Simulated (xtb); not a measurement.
Job for xtb: GFN2-xTB on HHfI3O (SMILES [OH][Hf]([I])([I])[I]), 2S+1 = 3, a spin state set in the input, which need not be the lowest.

```
$ xtb mol.xyz --gfn 2 --sp --chrg 0 --uhf 2
6

Hf     0.28591154     0.06254567    -0.19619951
I      2.34850451     1.04600180    -1.68443630
I      0.86499703    -1.70557801     2.05895541
I     -0.62083797    -2.68058211    -0.64395045
O     -1.12198044     1.28699670     0.13594033
H     -1.78255369     1.96649393     0.25417167
```

Program output:

```
[...]
           -------------------------------------------------
          |                Calculation Setup                |
           -------------------------------------------------



           -------------------------------------------------
          |                 G F N 2 - x T B                 |
           -------------------------------------------------

        Reference                      10.1021/acs.jctc.8b01176
      * Hamiltonian:
        H0-scaling (s, p, d)           1.850000    2.230000    2.230000
        zeta-weighting                 0.500000
      * Dispersion:
        s8                             2.700000
        a1                             0.520000
        a2                             5.000000
        s9                             5.000000
      * Repulsion:
        kExp                           1.500000    1.000000
        rExp                           1.000000
      * Coulomb:
        alpha                          2.000000
        third order                    shell-resolved
        anisotropic                    true
        a3                             3.000000
        a5                             4.000000
        cn-shift                       1.200000
        cn-exp                         4.000000
        max-rad                        5.000000


          ...................................................
          :                      SETUP                      :
          :.................................................:
          :  # basis functions                  45          :
          :  # atomic orbitals                  41          :
          :  # shells                           15          :
          :  # electrons                        32          :
          :  max. iterations                   250          :
          :  Hamiltonian                  GFN2-xTB          :
          :  restarted?                      false          :
          :  GBSA solvation                  false          :
          :  PC potential                    false          :
          :  electronic temp.          300.0000000     K    :
          :  accuracy                    1.0000000          :
          :  -> integral cutoff          0.2500000E+02      :
          :  -> integral neglect         0.1000000E-07      :
          :  -> SCF convergence          0.1000000E-05 Eh   :
          :  -> wf. convergence          0.1000000E-03 e    :
          :  Broyden damping             0.4000000          :
          :  net charge                          0          :
          :  unpaired electrons                  2          :
          ...................................................

 iter      E             dE          RMSdq      gap      omega  full diag
   1      3.8398003  0.383980E+01  0.459E+01    0.06       0.0  T
   2      5.0841324  0.124433E+01  0.549E+01    0.34       1.0  T
   3    -12.5772701 -0.176614E+02  0.299E+01    0.26       1.0  T
   4    -15.8915350 -0.331426E+01  0.190E+01    0.22       1.0  T
   5    -16.8093658 -0.917831E+00  0.134E+01    0.19       1.0  T
   6    -17.2264745 -0.417109E+00  0.104E+01    0.20       1.0  T
   7    -17.1076244  0.118850E+00  0.974E+00    0.21       1.0  T
   8    -17.3705115 -0.262887E+00  0.852E+00    0.20       1.0  T
   9    -17.4232453 -0.527338E-01  0.793E+00    0.20       1.0  T
  10    -17.6537652 -0.230520E+00  0.438E+00    0.21       1.0  T
  11    -17.6598000 -0.603476E-02  0.256E+00    0.20       1.0  T
  12    -17.6519675  0.783247E-02  0.229E+00    0.21       1.0  T
  13    -17.6598317 -0.786415E-02  0.103E+00    0.22       1.0  T
  14    -17.3514132  0.308418E+00  0.755E+00    0.26       1.0  T
  15    -17.3407671  0.106462E-01  0.771E+00    0.25       1.0  T
  16    -17.6609326 -0.320166E+00  0.845E-01    0.23       1.0  T
  17    -17.6603040  0.628586E-03  0.771E-01    0.23       1.0  T
  18    -17.6611251 -0.821065E-03  0.647E-01    0.24       1.0  T
  19    -17.6613621 -0.237002E-03  0.398E-01    0.24       1.0  T
  20    -17.6614260 -0.639059E-04  0.307E-01    0.24       1.0  T
  21    -17.6614912 -0.652096E-04  0.242E-01    0.24       1.0  T
  22    -17.6615431 -0.518867E-04  0.190E-01    0.23       1.0  T
  23    -17.6615919 -0.488428E-04  0.149E-01    0.23       1.0  T
  24    -17.6616184 -0.264840E-04  0.126E-01    0.23       1.0  T
  25    -17.6616271 -0.870866E-05  0.117E-01    0.23       1.0  T
  26    -17.6616314 -0.431095E-05  0.112E-01    0.23       1.0  T
  27    -17.6616349 -0.348167E-05  0.105E-01    0.23       1.0  T
  28    -17.6616336  0.135832E-05  0.103E-01    0.24       1.0  T
  29    -17.6616336 -0.194636E-07  0.104E-01    0.24       1.0  T
  30    -17.6616326  0.102571E-05  0.106E-01    0.24       1.0  T
  31    -17.6616397 -0.713435E-05  0.908E-02    0.23       1.0  T
  32    -17.6616535 -0.137983E-04  0.475E-02    0.23       1.0  T
  33    -17.6616573 -0.383172E-05  0.257E-02    0.23       1.6  T
  34    -17.6616575 -0.145233E-06  0.245E-02    0.23       1.7  T
  35    -17.6616588 -0.136803E-05  0.444E-03    0.23       9.2  T
  36    -17.6616588 -0.602791E-08  0.422E-03    0.23       9.7  T
  37    -17.6616589 -0.495134E-07  0.173E-03    0.23      23.6  T
  38    -17.6616589 -0.924231E-08  0.424E-04    0.23      96.4  T
  39    -17.6616589  0.853433E-10  0.422E-04    0.23      96.8  T

   *** convergence criteria satisfied after 39 iterations ***

         #    Occupation            Energy/Eh            Energy/eV
      -------------------------------------------------------------
         1        2.0000           -0.8052434             -21.9118
       ...           ...                  ...                  ...
        11        2.0000           -0.4575104             -12.4495
        12        2.0000           -0.4489499             -12.2165
        13        2.0000           -0.4462167             -12.1422
        14        1.9991           -0.4394553             -11.9582
        15        1.9966           -0.4382331             -11.9249
        16        1.0043           -0.4276605             -11.6372
        17        0.9893           -0.3187255              -8.6730 (HOMO)
        18        0.0107           -0.3101170              -8.4387 (LUMO)
        19                         -0.2988611              -8.1324
        20                         -0.2981295              -8.1125
        21                         -0.2931580              -7.9772
        22                         -0.1991872              -5.4202
       ...                                ...                  ...
        41                          1.8381278              50.0180
      -------------------------------------------------------------
                  HL-Gap            0.0086084 Eh            0.2342 eV
             Fermi-level           -0.3736257 Eh          -10.1669 eV

 transition dipole moment (au) for excitation:          16          17
     X       Y       Z
   0.0204   0.0134   0.0370  total (au/Debye):    0.044   0.113
 dE (eV)             :    2.964
 oscillator strength :  0.20192E-03

 SCC (total)                   0 d,  0 h,  0 min,  0.018 sec
 SCC setup                      ...        0 min,  0.000 sec (  0.429%)
 Dispersion                     ...        0 min,  0.000 sec (  0.142%)
 classical contributions        ...        0 min,  0.000 sec (  0.083%)
 integral evaluation            ...        0 min,  0.002 sec (  9.627%)
 iterations                     ...        0 min,  0.011 sec ( 62.206%)
 molecular gradient             ...        0 min,  0.002 sec ( 13.448%)
 printout                       ...        0 min,  0.002 sec ( 13.954%)

         :::::::::::::::::::::::::::::::::::::::::::::::::::::
         ::                     SUMMARY                     ::
         :::::::::::::::::::::::::::::::::::::::::::::::::::::
         :: total energy             -17.623248241840 Eh    ::
         :: gradient norm              0.024975895586 Eh/a0 ::
         :: HOMO-LUMO gap              0.234246640702 eV    ::
         ::.................................................::
         :: SCC energy               -17.661644835855 Eh    ::
         :: -> isotropic ES            0.045869362015 Eh    ::
         :: -> anisotropic ES         -0.005528408559 Eh    ::
         :: -> anisotropic XC         -0.019534504571 Eh    ::
         :: -> dispersion             -0.006565388813 Eh    ::
         :: repulsion energy           0.038396594015 Eh    ::
         :: add. restraining           0.000000000000 Eh    ::
         :: total charge               0.000000000004 e     ::
         :::::::::::::::::::::::::::::::::::::::::::::::::::::

           -------------------------------------------------
          |                Property Printout                |
           -------------------------------------------------

    * Orbital Energies and Occupations

         #    Occupation            Energy/Eh            Energy/eV
      -------------------------------------------------------------
         1        2.0000           -0.8052434             -21.9118
       ...           ...                  ...                  ...
         5        2.0000           -0.6052660             -16.4701
         6        2.0000           -0.5276090             -14.3570
         7        2.0000           -0.4982712             -13.5587
         8        2.0000           -0.4928735             -13.4118
         9        2.0000           -0.4808012             -13.0833
        10        2.0000           -0.4683007             -12.7431
        11        2.0000           -0.4575104             -12.4495
        12        2.0000           -0.4489499             -12.2165
        13        2.0000           -0.4462167             -12.1422
        14        1.9991           -0.4394553             -11.9582
        15        1.9966           -0.4382331             -11.9249
        16        1.0043           -0.4276605             -11.6372
        17        0.9893           -0.3187255              -8.6730 (HOMO)
        18        0.0107           -0.3101170              -8.4387 (LUMO)
        19                         -0.2988611              -8.1324
        20                         -0.2981295              -8.1125
        21                         -0.2931580              -7.9772
        22                         -0.1991872              -5.4202
        23                         -0.0563902              -1.5345
        24                         -0.0471289              -1.2824
        25                         -0.0397396              -1.0814
        26                         -0.0390611              -1.0629
        27                         -0.0329539              -0.8967
        28                         -0.0288116              -0.7840
       ...                                ...                  ...
        41                          1.8381278              50.0180
      -------------------------------------------------------------
                  HL-Gap            0.0086084 Eh            0.2342 eV
             Fermi-level           -0.3736257 Eh          -10.1669 eV

     #   Z          covCN         q      C6AA      α(0)
     1  72 Hf       3.039     0.654   153.149    26.640
     2  53 I        0.790    -0.216   387.655    33.990
     3  53 I        1.564    -0.035   374.518    33.407
     4  53 I        1.564    -0.035   374.518    33.407
     5   8 O        1.504    -0.661    26.810     6.983
     6   1 H        0.808     0.293     0.741     1.351

 Mol. C6AA /au·bohr⁶  :       5835.047248
 Mol. C8AA /au·bohr⁸  :     574199.868857
 Mol. α(0) /au        :        135.778715


Wiberg/Mayer (AO) data.
largest (>0.10) Wiberg bond orders for each atom

 ---------------------------------------------------------------------------
     #   Z sym  total        # sym  WBO       # sym  WBO       # sym  WBO
 ---------------------------------------------------------------------------
Note: The following floating-point exceptions are signalling: IEEE_UNDERFLOW_FLAG IEEE_DENORMAL
normal termination of xtb
     1  72 Hf   3.288 --     2 I    0.995     5 O    0.916     3 I    0.672
                             4 I    0.672
     2  53 I    1.189 --     1 Hf   0.995
     3  53 I    1.312 --     1 Hf   0.672     4 I    0.541
     4  53 I    1.312 --     1 Hf   0.672     3 I    0.541
     5   8 O    1.925 --     1 Hf   0.916     6 H    0.860
     6   1 H    0.914 --     5 O    0.860
 ---------------------------------------------------------------------------

Topologies differ in total number of bonds
Writing topology from bond orders to xtbtopo.mol

molecular dipole:
                 x           y           z       tot (Debye)
 q only:       -0.207      -0.576       0.322
   full:       -1.326       1.038       0.354       4.374
molecular quadrupole (traceless):
                xx          xy          yy          xz          yz          zz
 q only:       -1.537      -3.208       1.292       3.794       2.496       0.245
  q+dip:        2.279      -9.544      -2.562       5.871       8.500       0.282
   full:        2.362     -10.255      -2.693       6.393       9.142       0.330


           -------------------------------------------------
          | TOTAL ENERGY              -17.623248241840 Eh   |
          | GRADIENT NORM               0.024975895586 Eh/α |
          | HOMO-LUMO GAP               0.234246640702 eV   |
           -------------------------------------------------

------------------------------------------------------------------------
------------------------------------------------------------------------
 total:
 SCF:
```

The run finished.

Cost: roughly 0.05 core-seconds.
